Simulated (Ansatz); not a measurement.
```yaml
crystal:
  periodic: [false, false, false]
  atoms:
    - {symbol: O, position_ang: [-0.084059, 0.980860, -0.242924]}
    - {symbol: C, position_ang: [0.359044, 0.269117, 0.149695]}
    - {symbol: B, position_ang: [-0.108315, -0.615677, 0.046985]}
    - {symbol: Br, position_ang: [-1.131530, -0.760608, -0.555347]}
    - {symbol: H, position_ang: [-0.625097, 0.719458, -0.600887]}
    - {symbol: H, position_ang: [0.518072, 0.413837, 0.749336]}
    - {symbol: H, position_ang: [1.054132, 0.111069, -0.233338]}
    - {symbol: H, position_ang: [0.228009, -1.152568, 0.489924]}
basis:
  gaussian: {orbitals: def2-SVP, fitting: {mean_field: cc-pVTZ-jkfit}, nuclear_model: gaussian}
total_charge: -1
magnetization: {spin_polarized: true, initial_magnetization: 1}
hamiltonian: {xc: {name: rPW86-PBE}}
accuracy: high
scf: {lower_state_search: light}
output: {forces: true}
```

```sh
$ ansatz run in.yaml --threads 2 --pin off --events-out ev --progress --plain --max-ram 4352MiB
```

Shortened log:

```
Functional definition: rPW86-PBE
564 factors; integrals over basis functions are off by at most 6.7e-2 eV
mean field evaluation 1: about -73787.8946 eV, gradient 8.7e1 eV
mean field evaluation 2: about -73636.3662 eV, gradient 1.8e2 eV
mean field evaluation 4: about -73817.5130 eV, gradient 1.8e1 eV
mean field evaluation 8: about -73818.8579 eV, gradient 2.5e-1 eV
mean field evaluation 16: about -73818.8354 eV, gradient 5.2e-4 eV
mean field -73818.83535903 eV, -2712.7921632406 hartree, gradient 4.0e-8 eV, S^2 0.750817; 3 other end points of the search recorded, 0 dependent functions left out
reference -73818.83536917 eV, -2712.7921636131 hartree; 30, 29 occupied and 64, 65 virtual orbitals, 564 factors
Total energy: -73818.83536917 eV, -2712.7921636131 hartree
Atom 0 at    -0.084059     0.980860    -0.242924 Å, force   -12.984702    90.992766   -20.789146 eV/Å
Atom 1 at     0.359044     0.269117     0.149695 Å, force    31.911403   -19.927922    -8.844371 eV/Å
Atom 2 at    -0.108315    -0.615677     0.046985 Å, force    31.205857   -28.557610    22.725821 eV/Å
Atom 3 at    -1.131530    -0.760608    -0.555347 Å, force   -77.526577   -19.987735   -44.655085 eV/Å
Atom 4 at    -0.625097     0.719458    -0.600887 Å, force   -29.700706    -6.279013   -21.008124 eV/Å
Atom 5 at     0.518072     0.413837     0.749336 Å, force    20.496215    12.663062    65.567035 eV/Å
Atom 6 at     1.054132     0.111069    -0.233338 Å, force    22.813923    -6.578946    -9.985832 eV/Å
Atom 7 at     0.228009    -1.152568     0.489924 Å, force    13.784587   -22.324603    16.989701 eV/Å
Dipole moment:    -0.625678     0.089450    -0.461748 e Å
```

In this input the geometry is squeezed to about two thirds of its size. The calculation finished and met its thresholds. The result belongs to that input, not to the molecule as meant.
